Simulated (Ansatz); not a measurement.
A made-up structure of InHClO (charge -1), closed shell:

```
atom    x (Å)    y (Å)    z (Å)
  O1  -1.7813  -0.5656   0.2064
 In2   1.7589  -0.8841   0.8882
 Cl3  -0.2883   0.1264  -0.1316
  H4   0.3073   1.1091  -0.8014
```

It is relaxed with PBE-D4/def2-SVPD and then PBE0-D4/def2-TZVPD (Ansatz 0.2.0). Atoms count as bonded within 1.22 times the sum of their covalent radii (H–H: 0.88 Å). The end point is not checked to be a true minimum.

Does its bonding change? (A judgement: the text doesn't fix the answer.)

By the calculation: Yes. Formed: In2–H4; broken: Cl3–H4.

Where it ends: The first stage lowers the energy by 2.71 eV in 12 steps. It ends as InHClO ([O][Cl][InH]), total charge -1:
O1  (-2.156, -0.915, 0.425)
In2  (1.450, -0.441, 0.514)
Cl3  (-1.045, 0.082, -0.192)
H4  (1.748, 1.060, -0.585)
(Å)

Labels in which every atom is bracketed show which atoms are joined, not bond orders.

For scale, one of the runs: PBE0-D4/def2-TZVPD relaxation, 151 basis functions, launched by `ansatz run in.yaml --threads 2 --pin off --events-out ev --progress --plain --max-ram 4352MiB`. Hardware: 2 CPU threads of an Arm Neoverse V1, shared host. Wall time about 27 s.
